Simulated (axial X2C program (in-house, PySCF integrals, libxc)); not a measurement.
## TaH⁻: from the spin-free to the two-component result

Calculated with an in-house all-electron X2C program for linear molecules (integrals from PySCF). Spin-free means the one-electron spin-free X2C Hamiltonian; two-component (2c) means X2C with spin–orbit coupling and atomic mean-field two-electron Coulomb and Gaunt terms, so the difference of the two also holds small scalar two-electron terms. Basis: Ta dyall-acv3z [14s15p10d7f4g], H dyall-av3z [7s3p2d] (cores contracted in-house); Gaussian nuclei, density fitting, unrestricted open shells. Masses: Ta 180.948 u, H 1.008 u.

Spin-free state: M_S = 3/2, Λ = 2 (beyond evenly filled blocks: π+α, π-α, δ+α); fragments Ta + H- for PBE0; Ta- + H for HF.

| level | Re (Å) | ωe (cm⁻¹) | De (eV) | μ (D) |
| --- | --- | --- | --- | --- |
| PBE0 | 1.808 | 1566.4 | 2.829 | 0.63 |
| HF | 1.867 | 1492.8 | n/a | 6.62 |

Dipoles are positive if H is the positive end and refer to the centre of mass.

Two-component determinant lowest at the distance of the search:

Ω = 1/2 (⟨Sz⟩ = -1.46, ⟨Lz⟩ = 1.96 at PBE0); fragments Ta + H- for PBE0; Ta- + H for HF.

```json
{"level": "PBE0", "Re (Å)": "1.807", "ωe (cm⁻¹)": "1562.7", "μ (D)": "0.81"}
{"level": "HF", "Re (Å)": "1.864", "ωe (cm⁻¹)": "1491.1", "μ (D)": "6.46"}
```

From the two tables, how do the constants change at the PBE0 level (2c against spin-free)?

At the PBE0 level Re falls by 0.001 Å and ωe drops by 3.7 cm⁻¹.

The state is a single determinant with fixed occupations, the lowest that a limited PBE0 search found. De is counted from the lowest determinant-based energies of the atoms at the same level, without counterpoise correction. De is not given where an atomic determinant may have missed its ground term or J level, or where the truncated virtual space spoils (T). Density functionals use the spin component along the axis (collinear). The highest occupied level is positive at some bond lengths even in Hartree–Fock (under at least one Hamiltonian), so the basis set holds the extra electron there; where that holds at Re the anion is at best weakly bound and its constants depend on the basis. Other states lie close and PBE0, whose exact exchange favours high spin, may order them wrongly; the determinant shown need not be the ground state. The nearest other spin-free determinant of the search, M_S = 3/2, Λ = 1, lies 0.08 eV up at the distance of the search. The functionals have no current-density term, which raises determinants with orbital currents, atoms included. With several unpaired electrons one determinant need not be a pure state. The determinant is spin-polarised beyond a pure state at some levels (its spin-free form has ⟨S²⟩ too high), which makes Re and μ there less reliable.
